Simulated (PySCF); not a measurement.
Question: What does the GFN2-xTB structure of InChI=1S/C5H6OS/c6-4-5-2-1-3-7-5/h1-3,6H,4H2 look like in three dimensions?

Answer: 
```
atom  x, y, z in Å
O1    -2.4814   -0.4328   -0.6549
C2    -1.7728    0.3347    0.2948
C3    -0.2950    0.1152    0.2245
C4     0.6103    0.7195   -0.5911
C5     1.9233    0.2228   -0.4276
C6     1.9975   -0.7574    0.5064
S7     0.4661   -1.0955    1.2091
H8    -2.2886   -1.3659   -0.5069
H9    -2.0041    1.3754    0.0540
H10   -2.1341    0.1158    1.3099
H11    0.3460    1.4953   -1.2868
H12    2.7718    0.5831   -0.9809
H13    2.8565   -1.3097    0.8318
```

Orientation and origin are arbitrary. Atoms count from 1 in this order. The 5-membered ring C3–C4–C5–C6–S7 has internal angles of 91.2° to 113.1°; it is planar, 0.00 Å rms from its mean plane, widest ring torsion 0°. The 4 C–C bonds span 1.356 Å (C5–C6, aromatic) to 1.496 Å (C2–C3, drawn single), a spread of 0.140 Å.

Bonds between heavy atoms (Å): O1–C2 1.412, C2–C3 1.496, C3–C4 1.360, C4–C5 1.413, C5–C6 1.356, C6–S7 1.718, C3–S7 1.736.

Computed geometry: GFN2-xTB, gas phase.

Point group: C1 (no symmetry element, even within 0.4 Å). GFN2-xTB frequencies: not computed here. One conformer, not necessarily the lowest (H–O1–C2–C3 59°, O1–C2–C3–C4 85°).
